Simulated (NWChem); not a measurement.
# BNH4O; SMILES NBO

```xyz
7

B     -0.4917    -0.0570     0.0000
H     -1.7017    -0.0700     0.0000
O      0.1346    -1.2702     0.0000
H      1.0950    -1.2137     0.0000
N      0.1805     1.1786     0.0000
H     -0.3244     2.0532     0.0000
H      1.1858     1.2936     0.0000
```
Atoms are numbered in this order, from 1.

Computed with NWChem. The geometry was optimised at PBE0/def2-SVP. B3LYP is NWChem's, with the RPA form of VWN correlation. Atomic charges in e: unrestrained fits to the electrostatic potential beside Mulliken populations; buried atoms are poorly determined by the fit.

Estimate the computed values for B3LYP/def2-SVP. Quantities: ESP B1; Mulliken B1; ESP O3; Mulliken O3; ESP N5; Mulliken N5; relative RMS misfit of the potential (%).


```
Quantity                                  Result
----------------------------------------  ------
ESP B1                                      0.55
Mulliken B1                                -0.05
ESP O3                                     -0.64
Mulliken O3                                -0.14
ESP N5                                     -0.83
Mulliken N5                                -0.11
relative RMS misfit of the potential (%)      18
```
